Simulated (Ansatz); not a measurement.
`O=CBF`, relaxed with RKS PBE0-D4/def2-TZVP in the Gaussian-basis code of Ansatz from a PBE-D4/def2-SVP geometry. The force threshold is 0.005 eV/Å; the program also tests the step.

Total charge 0; spin multiplicity 1.

Start:

```xyz
6

O    -1.110   -0.638    1.235
C    -0.524   -0.620    0.161
B     0.513    0.563   -0.211
F     0.455    1.678    0.497
H    -0.682   -1.462   -0.587
H     1.348    0.479   -1.096
```

```
         step  energy (eV)  largest force (eV/Å)  largest move (Å)
            1   -6505.6597                 0.995             0.000
            2   -6505.6883                 0.228             0.019
            3   -6505.6900                 0.048             0.009
            4   -6505.6901                 0.073             0.004
 5 (rejected)   -6505.6895                 0.127             0.020
            6   -6505.6905                 0.033             0.010
            7   -6505.6909                 0.054             0.025
            8   -6505.6914                 0.071             0.026
 9 (rejected)   -6505.6909                 0.318             0.099
           10   -6505.6927                 0.081             0.049
           11   -6505.6929                 0.257             0.069
           14   -6505.6981                 0.154             0.022
           17   -6505.6988                 0.086             0.017
20 (rejected)   -6505.7008                 0.336             0.076
23 (rejected)   -6505.7018                 0.825             0.092
           26   -6505.7228                 0.065             0.098
29 (rejected)   -6505.7251                 0.533             0.082
           32   -6505.7323                 0.148             0.057
35 (rejected)   -6505.7016                 1.871             0.175
           38   -6505.7420                 0.112             0.036
           41   -6505.7434                 0.107             0.024
           44   -6505.7441                 0.178             0.018
           47   -6505.7453                 0.064             0.017
           50   -6505.7458                 0.041             0.008
           53   -6505.7458                 0.012             0.007
           55   -6505.7458                 0.003             0.002
```

End:

```xyz
6

O    -0.181   -1.600    0.767
C    -0.521   -0.604    0.172
B     0.526    0.567   -0.152
F     0.083    1.620   -0.802
H    -1.580   -0.495   -0.159
H     1.674    0.512    0.173
```

Run time 74 s (2 threads of an Intel Xeon Platinum 8488C on a shared host); peak host memory 0.24 GiB.
